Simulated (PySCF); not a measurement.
C4H12BO4 (charge -1).
Bonds: C1–O2, O2–B3, B3–O4, O4–C5, B3–O6, O6–C7, B3–O8, O8–C9. Hydrogens: H10, H11, H12 on C1; H13, H14, H15 on C5; H16, H17, H18 on C7; H19, H20, H21 on C9.

Computed, not measured: PBE0-D3(BJ)/def2-SVP geometry optimisation, gas phase (PySCF 2.14.0).

List the bond lengths, angles and torsions at this level.

| bond | length (Å) |
| --- | --- |
| C1–O2 and 3 like bonds | 1.374 |
| O2–B3 and 3 like bonds | 1.466 |
| C1–H10 and 11 like bonds | 1.111 |

Bonds in one row agree within 0.01 Å and their mean is given. A selection of angles:
| angle | degrees |
| --- | --- |
| O2–C1–H10 | 110.1 |
| O2–C1–H11 | 112.9 |
| H10–C1–H11 | 107.5 |
| H11–C1–H12 | 106.1 |
| C1–O2–B3 | 116.0 |
| O2–B3–O4 | 108.2 |
| O2–B3–O8 | 112.0 |

Dihedral angles: C1–O2–B3–O4 -178° (antiperiplanar); O2–B3–O4–C5 57° (synclinal); O2–B3–O6–C7 179° (antiperiplanar); O2–B3–O8–C9 63° (synclinal).

All 4 C–O bonds measure 1.374 Å. Of the pairs four or more bonds apart, O4···H20 is among the closest relative to their van der Waals radii: 2.52 Å, 93 % of the sum of Bondi's values. B3 (four-coordinate boron) is tetrahedral (angles from 108.2° to 112.1°). All 4 B–O bonds measure 1.466 to 1.467 Å. O2 (boron-bound oxygen) is bent (angle 116.0°).

Point group: S4 (every atom within 0.08 Å of its image). Not checked by PBE0-D3(BJ)/def2-SVP frequencies. The geometry's basis has no diffuse functions, a weakness for an anion.

One conformer stands for the species.
